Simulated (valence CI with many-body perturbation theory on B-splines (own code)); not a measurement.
## Mo XXIX: E2, M1 decay

Computed by configuration interaction combined with many-body perturbation theory (CI+MBPT): four valence electrons over a frozen Dirac-Fock core [Ne], a basis of 11 s, 11 p, 10 d, 8 f, 5 g, 2 h functions for each j, with the one-electron correlation potential Σ1, the two-electron term Σ2, the three-electron term Σ3, Breit, model QED; selected CI, second order for the rest, scaled by the run's own slope (own B-spline code, finite nucleus).

No measured spectrum was set against this ion. As an estimate, large intervals hold to a few tenths of a per cent, small ones and those within an open d or f shell to about a per cent. Among the levels kept, up to 710 cm⁻¹ of a level comes from second order outside the variational space, and about a tenth of that is noise between levels of different J, which matters for small intervals.

Lines 1 to 9 of 9 in falling wavelength, among levels below 2987100 cm⁻¹, chosen from the decays that carry over 1 % of a level's rate. Wavelengths and rates use the calculated energies. Electric multipoles are in the length gauge with retardation, E1 and E2 with the static RPA response of the core. M1 uses the relativistic operator with retardation. S is in atomic units (e²a₀⁴ for E2 and M2, e²a₀⁶ for E3), for M1 in squared Bohr magnetons. Weak lines are less certain than strong ones. Lines between different terms over intervals too small for the method are left out, as are lines whose strength nearly cancels.

Names give the largest LS component (configuration and term), which can be under half, so a name can repeat, a term be missing and a line seem to break the LS rules; names also repeat where a configuration has a term twice.

| λ vac (nm) | Upper | Lower | Type | A (s⁻¹) | S (a.u.) |
| --- | --- | --- | --- | --- | --- |
| 283.1 | 3s²3p² ¹D_2 | 3s²3p² ³P_1 | M1 | 2.90e+02 | 1.22e+00 |
| 70.66 | 3s²3p3d ³F°_4 | 3s²3p3d ³F°_3 | M1 | 4.85e+04 | 5.70e+00 |
| 61.85 | 3s²3p² ³P_1 | 3s²3p² ³P_0 | M1 | 6.06e+04 | 1.60e+00 |
| 53.07 | 3s²3p² ³P_2 | 3s²3p² ¹D_2 | M1 | 6.76e+04 | 1.87e+00 |
| 50.76 | 3s²3p² ¹D_2 | 3s²3p² ³P_0 | E2 | 9.32e+01 | 1.40e-02 |
| 44.69 | 3s²3p² ³P_2 | 3s²3p² ³P_1 | M1 | 7.79e+04 | 1.29e+00 |
| 32.52 | 3s²3p² ¹S_0 | 3s²3p² ³P_1 | M1 | 3.17e+05 | 4.04e-01 |
| 29.33 | 3s²3p3d ³F°_4 | 3s3p³ ³D°_3 | M1 | 6.63e+03 | 5.58e-02 |
| 17.73 | 3s²3p3d ³F°_4 | 3s3p³ ⁵S°_2 | E2 | 6.02e+02 | 8.47e-04 |
